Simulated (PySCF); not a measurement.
RuF4, quintet: data card

All numbers come from UPBE0/[Ru def2-SVP with ECP28, F def2-SVP], scalar-relativistic core potentials, density fitting, no spin–orbit coupling, PySCF.

The structure is a minimum.

Coordinates in bohr (charge 0 multiplicity 5):
```
Ru    0.0000    0.0000    0.0000
F     3.4502   -0.0003    0.3755
F    -3.4502    0.0003    0.3755
F     0.0003    3.4502   -0.3754
F    -0.0003   -3.4502   -0.3757
```

```
Point group                                                                   : D2d
Bond lengths                                                                  : Ru–F 1.837 Å (×4)
Bond angles                                                                   : F–Ru–F 90.7° (×4), F–Ru–F 167.6° (×2)
Spin squared ⟨S²⟩                                                             : 6.010
Highest occupied level (α)                                                    : -10.06 eV
Heat capacity Cp at 298.15 K                                                  : 85.4 J/(mol K)
Lowest empty level (β)                                                        : -6.12 eV
Rotational constants                                                          : 0.13, 0.13, 0.06655 cm⁻¹
Atomisation energy without zero-point energy                                  : 1576 kJ/mol
Zero-point energy                                                             : 22.7 kJ/mol
Enthalpy at 298.15 K above 0 K                                                : 18.59 kJ/mol
Principal quadrupole moments (Buckingham, traceless) about the centre of mass : -5.38, -5.38, 10.75 D Å
Rotational symmetry number                                                    : 4
Entropy at 298.15 K and 1 bar (electronic part: spin only)                    : 341.7 J/(mol K)
Principal polarisabilities                                                    : 18.5, 39.1, 39.1 bohr³
Dipole moment                                                                 : 0.00 D
```

Harmonic modes (masses in u: Ru 101.904, F 18.998):
```json
{"symmetry": "a1", "ω (cm⁻¹)": "65", "IR (km/mol, summed over degenerate members)": "0.0", "type": "bend"}
{"symmetry": "b2", "ω (cm⁻¹)": "181", "IR (km/mol, summed over degenerate members)": "36.9", "type": "bend"}
{"symmetry": "e", "ω (cm⁻¹)": "247", "IR (km/mol, summed over degenerate members)": "17.6", "type": "bend"}
{"symmetry": "b1", "ω (cm⁻¹)": "267", "IR (km/mol, summed over degenerate members)": "0.0", "type": "bend"}
{"symmetry": "b2", "ω (cm⁻¹)": "637", "IR (km/mol, summed over degenerate members)": "3.8", "type": "stretch"}
{"symmetry": "a1", "ω (cm⁻¹)": "686", "IR (km/mol, summed over degenerate members)": "0.0", "type": "stretch"}
{"symmetry": "e", "ω (cm⁻¹)": "730", "IR (km/mol, summed over degenerate members)": "404", "type": "stretch"}
```

In D2d the vibrations span 2a1 + 2b2 + 2e + b1. The a1, b1 modes carry no infrared intensity, as symmetry demands.

Charges (e):
```json
{"atom": "Ru1", "Mulliken": "1.34", "Löwdin": "0.52", "polar tensor": "2.31", "spin (Mulliken)": "3.21", "Mayer order to Ru1": "–"}
{"atom": "F2,3,4,5", "Mulliken": "-0.33", "Löwdin": "-0.13", "polar tensor": "-0.58", "spin (Mulliken)": "0.20", "Mayer order to Ru1": "1.01"}
```

Mulliken populations on Ru1 (electrons outside its core potential): s 2.31, p 6.49, d 5.82, f 0.04.

Outer orbital energies (eV). α occupied: -12.97, -12.46, -12.46, -12.04, -11.56, -10.65, -10.65, -10.06; empty: -2.88, -0.21, -0.19, 1.92. β occupied: -13.25, -12.79, -12.79, -12.27, -11.92, -11.92, -11.71, -11.34; empty: -6.12, -5.52, -5.52, -4.94.

Formally Ru is in oxidation state +4, d4, with 4 unpaired electrons (the high-spin count). The Mulliken spin on Ru is 3.21. The polar-tensor charge on Ru, 2.31, is far below the formal one.

Only a few start shapes were tried, so a lower isomer may exist. Open d and f shells are described by one determinant, and the ground state may have another occupation or spin.

The final relaxation and frequency run took roughly 110 core-seconds on a shared host.
